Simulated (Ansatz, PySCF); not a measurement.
C5H5F, SMILES C(C(=C)F)C#C. Atoms are numbered in the order given.

```xyz
11

C      2.4435     0.0406     1.0726
C      1.4990    -0.3297     0.4138
C      0.3587    -0.7767    -0.3799
C     -0.8628     0.0731    -0.1993
C     -2.0585    -0.3238     0.2225
F     -0.6475     1.3459    -0.5352
H      3.2814     0.3723     1.6573
H      0.6394    -0.7618    -1.4489
H      0.1099    -1.8195    -0.1310
H     -2.8831     0.3869     0.2952
H     -2.2252    -1.3636     0.5021
```

Coordinates come from a PBE0-D3(BJ)/def2-SVP optimisation. This is a generated structure with no PubChem entry under its InChIKey; it may be hypothetical. Other conformers were not sampled.

Two levels are set side by side: PBE-D3(BJ)/def2-SVP (Ansatz, a program for electronic structure) and PBE0-D3(BJ)/def2-SVP (Ansatz). Each level has its own optimised geometry; the coordinates shown are those of the second. Frequencies come from the Hessian of PySCF at each geometry. Differences are taken from unrounded values.

```tsv
quantity	PBE0-D3(BJ)	PBE-D3(BJ)	PBE-D3(BJ) minus PBE0-D3(BJ)
mean bond length (Å)	1.229	1.238	0.009
bond C1–C2 (Å)	1.210	1.221	0.012
bond C2–C3 (Å)	1.459	1.463	0.004
bond C3–C4 (Å)	1.499	1.509	0.010
bond C4–C5 (Å)	1.329	1.340	0.012
bond C4–F6 (Å)	1.334	1.349	0.015
bond C1–H7 (Å)	1.074	1.081	0.007
bond C3–H8 (Å)	1.105	1.115	0.009
bond C3–H9 (Å)	1.101	1.110	0.009
bond C5–H10 (Å)	1.091	1.099	0.008
bond C5–H11 (Å)	1.090	1.097	0.008
highest harmonic wavenumber (cm⁻¹)	3491	3409	-82
mean harmonic wavenumber (cm⁻¹)	1339	1291	-49
zero-point energy (kcal/mol)	51.70	49.81	-1.89
```

Exact exchange shortens and stiffens bonds; PBE has none. Differences between two approximate levels are no errors against the true value.
